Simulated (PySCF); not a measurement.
**How methods differ on the excitation energy of C**

C [He] 2s2 2p2 (3P) → C [He] 2s1 2p3 (5S), as a difference of total energies. All numbers are calculated (PySCF 2.14, the non-relativistic Hamiltonian (point nucleus), in dyall-acv3z). Correlated levels: valence: 1s2 frozen; virtual orbitals above 40 to 60 times the deepest correlated orbital energy dropped. The calculations carry no spin-orbit coupling.

```
           method  excitation energy (eV)  error (eV)
              UHF                   2.570      -1.609
    MP2 (valence)                   3.713      -0.466
SCS-MP2 (valence)                   4.284      +0.105
   CCSD (valence)                   4.065      -0.114
CCSD(T) (valence)                   4.116      -0.063
```

Reference: 4.179 eV (measured; NIST levels, between the centres of gravity of the two terms).

Errors of the correlated levels include the incompleteness of this basis and the frozen core.
